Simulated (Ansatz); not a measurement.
Species: CCl3, SMILES `Cl[C](Cl)Cl` (charge 0, multiplicity 2).

Question: Give a relaxed geometry from Ansatz (a quantum-chemistry and plane-wave program) with PBE0-D3(BJ)/def2-TZVP.

Answer: the end point of this relaxation (outside a Z-matrix the atoms follow the SMILES, hydrogens last).
Bonds (Å): Cl1–C2 1.700, C2–Cl3 1.700, C2–Cl4 1.700. Angles (°): Cl1–C2–Cl3 117.3, Cl1–C2–Cl4 117.3, Cl3–C2–Cl4 117.3.
